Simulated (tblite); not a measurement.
Record of a relaxation.

Compound: C2H4BrOSi (doublet state).
Numbering: `[O:1]=[CH:2][CH2:3][SiH:4][Br:5]` (hydrogens: H6 on C2; H7, H8 on C3; H9 on Si4)
Bond orders are those of one Lewis drawing.

Computed with GFN2-xTB (tblite), gas phase: L-BFGS steps from a force-field or distance-geometry start until the largest atomic force falls under 0.01 eV/Å. 14 of its 89 geometries are shown.

Step 0: E = -439.4048 eV, largest atomic force 2.674 eV/Å
```
atom  x, y, z in Å  |  force x, y, z in eV/Å
O1     -2.370    0.110   -0.538    1.863  -0.205  -0.327
C2     -1.156   -0.014   -0.629   -2.332  -0.099   1.305
C3     -0.306   -0.210    0.625   -1.302   0.593   0.126
Si4     1.492   -0.375    0.268    1.413  -0.151  -0.149
Br5     2.401    1.682    0.448   -0.008  -0.145  -0.097
H6     -0.685    0.004   -1.610    0.384   0.034  -0.146
H7     -0.452    0.730    1.211   -0.077  -0.586  -0.183
H8     -0.713   -1.027    1.259    0.017   0.492  -0.513
H9      1.802   -0.894   -1.059    0.041   0.068  -0.016
```

Step 7: E = -439.5394 eV, largest atomic force 0.149 eV/Å
```
atom  x, y, z in Å  |  force x, y, z in eV/Å
O1     -2.385    0.087   -0.553    0.029  -0.023  -0.022
C2     -1.193   -0.013   -0.593   -0.008  -0.077  -0.028
C3     -0.324   -0.178    0.620    0.002   0.008   0.055
Si4     1.534   -0.392    0.268   -0.041   0.136   0.045
Br5     2.423    1.671    0.424    0.028  -0.109  -0.054
H6     -0.653   -0.002   -1.560   -0.011   0.057  -0.061
H7     -0.479    0.714    1.232    0.000   0.041   0.089
H8     -0.735   -0.999    1.210   -0.037  -0.038   0.015
H9      1.824   -0.882   -1.072    0.038   0.005  -0.038
```

Step 14: E = -439.5467 eV, largest atomic force 0.083 eV/Å
```
atom  x, y, z in Å  |  force x, y, z in eV/Å
O1     -2.388    0.055   -0.572    0.002  -0.051   0.030
C2     -1.193   -0.017   -0.594   -0.026   0.079  -0.007
C3     -0.335   -0.169    0.632   -0.017  -0.021  -0.007
Si4     1.522   -0.380    0.269   -0.018   0.026   0.075
Br5     2.465    1.652    0.388    0.021   0.006  -0.012
H6     -0.649    0.022   -1.558    0.046   0.025   0.006
H7     -0.495    0.709    1.267   -0.004   0.008  -0.059
H8     -0.750   -1.000    1.207    0.016  -0.040   0.011
H9      1.838   -0.866   -1.066   -0.020  -0.031  -0.038
```

Step 20: E = -439.5518 eV, largest atomic force 0.123 eV/Å
```
atom  x, y, z in Å  |  force x, y, z in eV/Å
O1     -2.394   -0.002   -0.584    0.074  -0.036  -0.038
C2     -1.198   -0.010   -0.595    0.057  -0.061   0.032
C3     -0.347   -0.177    0.636    0.037   0.037   0.007
Si4     1.518   -0.363    0.291   -0.041  -0.087  -0.076
Br5     2.517    1.641    0.347   -0.022   0.043   0.017
H6     -0.632    0.091   -1.546   -0.079   0.067   0.046
H7     -0.516    0.707    1.260   -0.007  -0.001   0.015
H8     -0.750   -1.015    1.213   -0.001   0.068  -0.047
H9      1.815   -0.867   -1.047   -0.019  -0.029   0.045
```

Step 27: E = -439.5811 eV, largest atomic force 1.301 eV/Å
```
atom  x, y, z in Å  |  force x, y, z in eV/Å
O1     -2.290   -0.387   -0.676    1.119   0.156  -0.175
C2     -1.142   -0.004   -0.590   -1.254   0.180  -0.295
C3     -0.344   -0.141    0.659   -0.203  -0.012  -0.061
Si4     1.501   -0.366    0.321    0.374   0.173  -0.115
Br5     2.619    1.608    0.222   -0.245  -0.303  -0.011
H6     -0.660    0.555   -1.429   -0.105  -0.201   0.224
H7     -0.592    0.739    1.250    0.272   0.165   0.106
H8     -0.762   -0.985    1.195   -0.063  -0.200   0.273
H9      1.683   -1.011   -0.978    0.106   0.044   0.054
```

Step 34: E = -439.7054 eV, largest atomic force 0.716 eV/Å
```
atom  x, y, z in Å  |  force x, y, z in eV/Å
O1     -2.099   -0.654   -0.845    0.494   0.431  -0.020
C2     -1.159    0.057   -0.576   -0.030  -0.187  -0.371
C3     -0.364   -0.084    0.681   -0.328   0.005  -0.193
Si4     1.444   -0.443    0.264    0.398   0.180   0.023
Br5     2.467    1.569    0.215   -0.036  -0.227  -0.110
H6     -0.762    0.813   -1.322   -0.326  -0.315   0.554
H7     -0.425    0.818    1.285    0.010   0.126  -0.015
H8     -0.781   -0.910    1.246   -0.218  -0.079   0.202
H9      1.692   -1.160   -0.974    0.036   0.066  -0.071
```

Step 41: E = -439.7802 eV, largest atomic force 0.377 eV/Å
```
atom  x, y, z in Å  |  force x, y, z in eV/Å
O1     -1.990   -0.712   -0.972    0.356   0.060   0.110
C2     -1.135    0.039   -0.572   -0.322  -0.154   0.040
C3     -0.380   -0.109    0.701   -0.233   0.088  -0.084
Si4     1.447   -0.471    0.275   -0.007  -0.025   0.099
Br5     2.470    1.517    0.126    0.008  -0.043  -0.048
H6     -0.852    0.928   -1.156    0.100   0.146  -0.099
H7     -0.394    0.846    1.228   -0.031  -0.001   0.076
H8     -0.856   -0.871    1.317    0.124  -0.036   0.003
H9      1.704   -1.161   -0.973    0.004  -0.034  -0.096
```

Step 47: E = -439.8048 eV, largest atomic force 0.182 eV/Å
```
atom  x, y, z in Å  |  force x, y, z in eV/Å
O1     -1.833   -0.785   -1.039    0.113   0.096  -0.092
C2     -1.122    0.064   -0.562   -0.114  -0.040   0.017
C3     -0.412   -0.072    0.728    0.120   0.003   0.027
Si4     1.402   -0.516    0.262   -0.025   0.006  -0.014
Br5     2.443    1.452    0.053    0.070   0.065  -0.016
H6     -0.914    1.018   -1.093   -0.038  -0.116   0.020
H7     -0.393    0.873    1.266    0.012   0.062   0.038
H8     -0.876   -0.835    1.351    0.018  -0.065  -0.070
H9      1.720   -1.192   -0.992   -0.157  -0.012   0.092
```

Step 54: E = -439.8337 eV, largest atomic force 0.121 eV/Å
```
atom  x, y, z in Å  |  force x, y, z in eV/Å
O1     -1.657   -0.816   -1.131    0.013  -0.074  -0.016
C2     -1.092    0.079   -0.558    0.019   0.118   0.016
C3     -0.417   -0.041    0.755    0.089  -0.021  -0.048
Si4     1.395   -0.496    0.292   -0.084   0.047  -0.067
Br5     2.515    1.404   -0.063    0.013   0.045  -0.012
H6     -0.985    1.080   -1.029    0.005  -0.059   0.066
H7     -0.454    0.897    1.308    0.061  -0.079   0.010
H8     -0.839   -0.852    1.346   -0.104   0.042  -0.020
H9      1.548   -1.250   -0.945   -0.011  -0.020   0.069
```

Step 61: E = -439.8406 eV, largest atomic force 0.059 eV/Å
```
atom  x, y, z in Å  |  force x, y, z in eV/Å
O1     -1.568   -0.827   -1.164   -0.017   0.020   0.007
C2     -1.080    0.091   -0.552    0.049   0.020  -0.025
C3     -0.418   -0.035    0.765    0.000   0.001  -0.011
Si4     1.382   -0.495    0.279   -0.014  -0.005   0.032
Br5     2.508    1.397   -0.105   -0.018   0.004  -0.026
H6     -1.023    1.106   -0.993   -0.015  -0.013   0.019
H7     -0.432    0.896    1.327   -0.006   0.007   0.010
H8     -0.865   -0.836    1.349    0.002  -0.019  -0.007
H9      1.509   -1.291   -0.929    0.020  -0.016   0.001
```

Step 68: E = -439.8431 eV, largest atomic force 0.101 eV/Å
```
atom  x, y, z in Å  |  force x, y, z in eV/Å
O1     -1.506   -0.805   -1.199    0.007  -0.030  -0.021
C2     -1.059    0.110   -0.554   -0.081  -0.006   0.060
C3     -0.414   -0.034    0.770    0.005  -0.006  -0.007
Si4     1.387   -0.500    0.300   -0.015   0.027   0.004
Br5     2.481    1.389   -0.184   -0.014  -0.008  -0.012
H6     -1.060    1.139   -0.953    0.053   0.080  -0.028
H7     -0.435    0.888    1.347   -0.020  -0.013   0.001
H8     -0.873   -0.846    1.330    0.025  -0.006   0.009
H9      1.494   -1.336   -0.882    0.041  -0.038  -0.007
```

Step 74: E = -439.8490 eV, largest atomic force 0.129 eV/Å
```
atom  x, y, z in Å  |  force x, y, z in eV/Å
O1     -1.522   -0.746   -1.221    0.011   0.082   0.010
C2     -1.066    0.148   -0.551    0.016  -0.043  -0.074
C3     -0.422   -0.049    0.767   -0.022   0.008   0.022
Si4     1.395   -0.478    0.332    0.039  -0.048  -0.113
Br5     2.432    1.393   -0.313   -0.011   0.032   0.007
H6     -1.040    1.191   -0.928    0.017  -0.058   0.039
H7     -0.463    0.842    1.389   -0.028   0.022   0.012
H8     -0.873   -0.894    1.282    0.005  -0.002   0.028
H9      1.573   -1.401   -0.781   -0.028   0.008   0.068
```

Step 81: E = -439.8521 eV, largest atomic force 0.029 eV/Å
```
atom  x, y, z in Å  |  force x, y, z in eV/Å
O1     -1.487   -0.706   -1.258   -0.001   0.010   0.005
C2     -1.054    0.169   -0.550    0.021  -0.002  -0.020
C3     -0.424   -0.055    0.771   -0.004  -0.002   0.001
Si4     1.397   -0.465    0.334    0.008   0.000   0.001
Br5     2.393    1.394   -0.403   -0.017   0.001  -0.005
H6     -1.038    1.224   -0.888    0.015  -0.019   0.008
H7     -0.486    0.823    1.411    0.000   0.001   0.006
H8     -0.866   -0.917    1.266   -0.009   0.001   0.006
H9      1.579   -1.461   -0.709   -0.014   0.009  -0.003
```

Step 88: E = -439.8533 eV, largest atomic force 0.010 eV/Å
```
atom  x, y, z in Å  |  force x, y, z in eV/Å
O1     -1.484   -0.699   -1.258   -0.004  -0.007  -0.006
C2     -1.037    0.169   -0.550    0.003   0.002   0.004
C3     -0.427   -0.062    0.779    0.000   0.001   0.003
Si4     1.396   -0.461    0.338   -0.003  -0.005  -0.001
Br5     2.354    1.407   -0.423    0.002   0.006   0.000
H6     -0.988    1.220   -0.893    0.001   0.004  -0.001
H7     -0.493    0.813    1.421   -0.001   0.001   0.000
H8     -0.875   -0.926    1.266    0.001   0.000   0.001
H9      1.569   -1.457   -0.707    0.001  -0.003  -0.001
```

Task: Summarise the path.

Result: The energy falls by 10.34 kcal/mol from step 0 to step 88; nine tenths of that is first reached at step 48. It falls at every step. The largest force goes from 2.674 to 0.010 eV/Å. Among the bonds C3–Si4 changes most, from 1.841 to 1.918 Å; the atoms move by 0.776 Å rms after alignment.

Task: Follow the three bonds and two angles with the largest change from start to end.

Result: 
| step | E above end (kcal/mol) | largest force (eV/Å) | C3–Si4 (Å) | C2–C3 (Å) | C3–H7 (Å) | C2–C3–Si4 (°) | C2–C3–H7 (°) |
| --- | --- | --- | --- | --- | --- | --- | --- |
| 0 | 10.34 | 2.674 | 1.841 | 1.527 | 1.118 | 113.3 | 104.4 |
| 4 | 7.41 | 0.123 | 1.901 | 1.506 | 1.095 | 115.7 | 105.9 |
| 8 | 7.19 | 0.123 | 1.901 | 1.501 | 1.093 | 114.9 | 106.6 |
| 11 | 7.12 | 0.080 | 1.902 | 1.503 | 1.096 | 114.4 | 107.5 |
| 15 | 7.05 | 0.070 | 1.904 | 1.504 | 1.095 | 114.4 | 107.9 |
| 19 | 6.98 | 0.114 | 1.906 | 1.506 | 1.094 | 114.5 | 107.2 |
| 23 | 6.85 | 0.149 | 1.903 | 1.502 | 1.094 | 114.3 | 106.1 |
| 27 | 6.28 | 1.301 | 1.889 | 1.488 | 1.089 | 112.6 | 105.0 |
| 31 | 4.69 | 0.566 | 1.920 | 1.498 | 1.099 | 111.5 | 108.3 |
| 34 | 3.41 | 0.716 | 1.890 | 1.495 | 1.087 | 109.9 | 111.0 |
| 38 | 2.22 | 0.409 | 1.919 | 1.485 | 1.092 | 109.1 | 113.0 |
| 42 | 1.55 | 0.570 | 1.911 | 1.487 | 1.092 | 107.7 | 108.7 |
| 46 | 1.19 | 0.185 | 1.927 | 1.480 | 1.089 | 105.8 | 110.8 |
| 50 | 0.83 | 0.202 | 1.908 | 1.482 | 1.088 | 104.6 | 110.9 |
| 54 | 0.45 | 0.121 | 1.925 | 1.481 | 1.090 | 103.6 | 111.4 |
| 57 | 0.33 | 0.137 | 1.918 | 1.479 | 1.088 | 102.5 | 112.3 |
| 61 | 0.29 | 0.059 | 1.920 | 1.480 | 1.087 | 102.4 | 112.4 |
| 65 | 0.28 | 0.048 | 1.920 | 1.479 | 1.088 | 102.0 | 112.5 |
| 69 | 0.21 | 0.097 | 1.920 | 1.480 | 1.088 | 102.8 | 112.8 |
| 73 | 0.13 | 0.085 | 1.917 | 1.481 | 1.087 | 104.0 | 112.8 |
| 77 | 0.03 | 0.040 | 1.918 | 1.481 | 1.088 | 103.5 | 112.1 |
| 80 | 0.03 | 0.021 | 1.918 | 1.481 | 1.088 | 103.5 | 112.2 |
| 84 | 0.01 | 0.058 | 1.917 | 1.480 | 1.087 | 102.8 | 112.3 |
| 88 | 0.00 | 0.010 | 1.918 | 1.480 | 1.088 | 102.6 | 112.3 |

The cost below is that of the whole relaxation. Time: 0.33 s wall. Hardware: Arm Neoverse V2, one thread, no GPU, shared host with 64 logical CPUs at a one-minute load of 23.
